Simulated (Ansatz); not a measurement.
Gas-phase electronic energies from Ansatz, PBE0-D4/def2-TZVP geometries. CCSD(T)/CBS adds triple-zeta CCSD(T) − MP2 to the extrapolated MP2 energy (def2 sets, frozen cores). This one scheme is used for every species. Functionals use def2-TZVPP. B3LYP here is the variant with VWN-RPA as its local correlation; programs differ in this. Each species was taken in one conformer, which may not be the lowest.

Consider the formal exchange of groups at the Si–C bond: `FC[SiH](F)CCl` + `[AlH3]` → `FC[SiH](F)[AlH2]` + `CCl`.

(1) Is it downhill or uphill in electronic energy at CCSD(T)/CBS, and by how much? (Best estimate.)

(2) What do these levels give: PBE0-D4, B3LYP-D4, r2SCAN0-D4, BLYP, RPA@PBE/def2-TZVPP, MP2/def2-TZVPP? (Best estimate.)

Largest T1 diagnostic among the species: 0.012.

Answers

(1) Ansatz gave: Uphill: ΔE = +0.11 eV.

(2) Computed: PBE0-D4 0.01, B3LYP-D4 0.09, r2SCAN0-D4 0.10, BLYP -0.02, RPA@PBE/def2-TZVPP 0.14, MP2/def2-TZVPP 0.20 eV.

From BLYP to BHLYP (50 % exact exchange), in def2-TZVPP and without D4, ΔE moves by +0.11 eV. Leaving LDA and LC-ωPBE aside and taking each functional with its dispersion term where it has one, the values, not all of them listed here, spread over 0.23 eV, from PBE-D4 to ωB97M-V. LDA lies +0.12 eV from PBE without D4.
